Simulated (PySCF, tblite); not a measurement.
Problem. Give a GFN2-xTB geometry of `C[SiH2]O[SiH2]CCl`.

Solution. 
```
atom  x, y, z in Å
C1     2.344    0.298    0.129
Si2    1.250   -1.196   -0.264
O3    -0.195   -0.686   -0.846
Si4   -1.531    0.205   -0.909
C5    -2.173    0.518    0.866
Cl6   -0.961    1.437    1.795
H7     3.318   -0.010    0.496
H8     2.504    0.915   -0.752
H9     1.887    0.928    0.889
H10    0.954   -1.987    0.933
H11    1.765   -2.008   -1.366
H12   -2.518   -0.602   -1.621
H13   -1.216    1.491   -1.524
H14   -2.347   -0.404    1.417
H15   -3.086    1.108    0.885
```

Any rigid rotation of these coordinates is as good. Atoms count from 1 in this order. Si2 (oxygen-bound silicon) is distorted tetrahedral (angles from 102.4° to 113.0°). The 2 C–Si bonds span 1.893 Å (C1–Si2, drawn single) to 1.913 Å (Si4–C5, drawn single), a spread of 0.020 Å. Of the pairs four or more bonds apart, Cl6···H9 is among the closest relative to their van der Waals radii: 3.03 Å, 103 % of the sum of Bondi's values. Si4 (oxygen-bound silicon) is distorted tetrahedral (angles from 105.9° to 115.3°).

Bonds between heavy atoms (Å): C1–Si2 1.893, Si2–O3 1.639, O3–Si4 1.608, Si4–C5 1.913, C5–Cl6 1.782.

Structure optimised with GFN2-xTB, isolated species.

Point group: C1 (no symmetry element, even within 0.4 Å). Its GFN2-xTB frequencies are all real (lowest 22 cm⁻¹). One conformer, not necessarily the lowest (C1–Si2–O3–Si4 -46°, Si2–O3–Si4–C5 -39°, O3–Si4–C5–Cl6 62°).

All values are computed, not measured.
